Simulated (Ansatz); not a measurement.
# Ligand exchange: C5H7N + C2H5CdF → C4H4FN + C3H8Cd

Species: C5H7N (2-methyl-1H-pyrrole) `Cc1ccc[nH]1`, singlet; C2H5CdF `C[CH2][Cd][F]`, singlet; C4H4FN `Fc1ccc[nH]1`, singlet; C3H8Cd `C[CH2][Cd][CH3]`, singlet. The partners trade CH3 for F: C–CH3 and Cd–F bonds give way to C–F and Cd–CH3.

Shapes, held fixed at every level: PBE0-D4/def2-TZVP. Programs: Ansatz 0.2.0. Electronic energies: no zero-point or thermal term.

Q: Estimate ΔE of this reaction.

A: The highest level, CCSD(T)/def2-TZVPP, gives ΔE = +133.2 kJ/mol; the levels span +122.4 to +143.3. The column of differences is taken from that level and isn't an error. No measured value is set beside it here. For atoms past krypton def2 sets carry core potentials with scalar relativity. Outer-core shells of Cd are correlated in most correlated rows, in sets that cover them unevenly.

```
                level                   kind  ΔE (kJ/mol)  less CCSD(T)/def2-TZVPP
          HF/def2-SVP           Hartree–Fock       +143.3                    +10.1
     SPW92/def2-TZVPP                    LDA       +122.4                    -10.8
r2SCAN0-D4/def2-TZVPP          global hybrid       +138.2                     +5.0
       MP2/def2-TZVPP    perturbation theory       +137.9                     +4.7
     CCSD(T)/def2-SVP  coupled cluster or CI       +135.0                     +1.8
        CCSD/def2-SVP  coupled cluster or CI       +136.4                     +3.2
      CCSD/def2-TZVPP  coupled cluster or CI       +135.2                     +2.0
   CCSD(T)/def2-TZVPP  coupled cluster or CI       +133.2                      0.0
```
